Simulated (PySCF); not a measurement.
# Quadrupolar nuclei of `CC(C)(C)[P@@](C)(=N)CO` in NMR

Compound: C6H16NOP.
Atom-mapped SMILES: `[CH3:1][C:2]([CH3:3])([CH3:4])[P@@:5]([CH3:6])(=[NH:7])[CH2:8][OH:9]` (hydrogens: H10, H11, H12 on C1; H13, H14, H15 on C3; H16, H17, H18 on C4; H19, H20, H21 on C6; H22 on N7; H23, H24 on C8; H25 on O9)

Geometry (GFN2-xTB, Å), atoms numbered from 1 in this order:
```xyz
25
C6H16NOP angstrom
C     -1.5216    0.3577   -1.2075
C     -0.9306   -0.1601    0.1002
C     -1.3095    0.7447    1.2649
C     -1.3994   -1.5895    0.3548
P      0.9325   -0.2333   -0.2006
C      1.6915   -0.4433    1.4750
N      1.4611   -1.1142   -1.3755
C      1.4987    1.4515   -0.6958
O      1.3948    1.5955   -2.0750
H     -2.6098    0.3200   -1.1801
H     -1.2152    1.3850   -1.3947
H     -1.1740   -0.2546   -2.0392
H     -2.3933    0.8508    1.3052
H     -0.8782    1.7368    1.1477
H     -0.9754    0.3270    2.2120
H     -0.9641   -1.9879    1.2707
H     -2.4838   -1.6243    0.4502
H     -1.1095   -2.2326   -0.4754
H      1.3054   -1.3437    1.9495
H      2.7622   -0.5677    1.3131
H      1.5146    0.4144    2.1179
H      1.3352   -2.1111   -1.2839
H      2.5486    1.5376   -0.3611
H      0.9218    2.2481   -0.2168
H      1.5869    0.7174   -2.4467
```

Computed at PBE0/pcSseg-1 (PySCF, non-relativistic):

| atom | environment | nucleus | spin I | Q (b) | CQ = χzz (MHz) | η |
| --- | --- | --- | --- | --- | --- | --- |
| N7 | nitrogen bonded to P and H | 14N | 1 | 0.02044 | 3.104 | 0.909 |
| O9 | alcohol oxygen | 17O | 5/2 | -0.0256 | 11.628 | 0.918 |

Q: Recover the principal values of the field gradient from CQ = 234.96 MHz × Q × Vzz, η = (Vxx − Vyy)/Vzz and a zero trace.

A: The tensor is traceless, so η fixes the two smaller values:

| atom | Vxx (au) | Vyy (au) | Vzz (au) | Vzz (10²¹ V/m²) |
| --- | --- | --- | --- | --- |
| N7 | -0.030 | -0.617 | 0.646 | 6.28 |
| O9 | 0.079 | 1.854 | -1.933 | -18.79 |

Q: At 16.45 T, set νQ = 3|CQ|/[2I(2I − 1)] beside the Larmor frequency (|g| × 7.62259 MHz/T × B; g(14N) = 0.40376, g(17O) = −0.75752), and give PQ = |CQ|√(1 + η²/3).

A: 
| atom | PQ (MHz) | νQ (MHz) | ν0 (MHz) | νQ/ν0 |
| --- | --- | --- | --- | --- |
| N7 | 3.505 | 4.656 | 50.63 | 0.092 |
| O9 | 13.16 | 1.744 | 94.99 | 0.018 |

For N7: PQ = 3.104 × 1.1292, νQ = 3.104 × 1.5000, ν0 = 3.0777 MHz/T × 16.45 T.

Q: Second-order quadrupolar shift of the central transition's centre of gravity (half-integer spins, νQ < ν0/10) at 16.45 and 18.8 T.

A: δ = −(3/40)(PQ/ν0)² [I(I + 1) − 3/4]/[I²(2I − 1)²], in ppm:

```json
{"site": "17O at O9", "16.45 T": "-115", "18.8 T": "-88.2"}
```

Q: First-order 14N doublet splittings with the field along y and x of the gradient, (3/4)|CQ|(1 ± η)?

A: N7: 4.443 and 0.213 MHz.

The couplings are those of the rigid, isolated species; surroundings and motion change them. GFN2-xTB bond lengths can be off by several hundredths of an ångström, more for odd bonds, and the gradients follow them. The basis is small and wasn't made for field gradients, so the couplings can be 20 % off.

One conformer stands for the species.
